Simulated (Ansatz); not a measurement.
Ideal-gas functions of C$_{2}$H$_{3}$Cl$_{3}$Sn (`C=[CH][Sn]([Cl])([Cl])[Cl]`) at 600 K and 1 bar, from an Ansatz frequency run at PBE0-D4/def2-TZVP.

Molar mass 252.12 g/mol, point group Cs (symmetry number 1), electronic degeneracy 1, moments of inertia 442.637, 517.744, 555.521 u Å². Harmonic wavenumbers (cm⁻¹, unscaled): 53, 91, 93, 112, 128, 134, 290, 369, 386, 388, 498, 553, 1000, 1007, 1025, 1257, 1433, 1663, 3137, 3187, 3224.

Use S(trans) = R[1.5 ln M + 2.5 ln T − 1.1517]; rotational temperatures θ = 24.2544 K / I; S(rot) = R[ln(√π/σ · √(T³/θAθBθC)) + 1.5]; for each mode x = 1.438777 ν̃/T, S = R[x/(eˣ − 1) − ln(1 − e⁻ˣ)] and H = RT x/(eˣ − 1); 1 cm⁻¹ = 0.0119627 kJ/mol; R = 8.31446 J/(mol·K).

Problem. By hand: the entropy, in J/(mol·K).

Solution. Translation 192.4. Rotation: θ = 0.0548, 0.0468, 0.0437 K, giving 134.8. Vibration, mode by mode: 25.47, 20.99, 20.81, 19.27, 18.17, 17.79, 11.50, 9.60, 9.25, 9.21, 7.32, 6.55, 2.79, 2.75, 2.66, 1.71, 1.22, 0.78, 0.04, 0.03, 0.03, in all 187.9. Electronic 0.0. Sum 515.1 J/(mol·K).

Problem. By hand: H − E and G − E in kJ/mol, counted from the electronic energy.

Solution. Zero-point energy ½ × 20028 × 0.0119627 = 119.8; thermal vibration 49.3; translation, rotation and pV give 4 RT = 20.0. H − E = 189.1 kJ/mol, and G − E = 189.1 − 600 × 515.1/1000 = -120.0 kJ/mol.

Vibration gives 36 % of the entropy, 122.5 J/(mol·K) of it from the modes under 150 cm⁻¹: soft modes count most, and the harmonic formula is weakest for them. The sum counts one conformer and one mirror image; others add a mixing term.
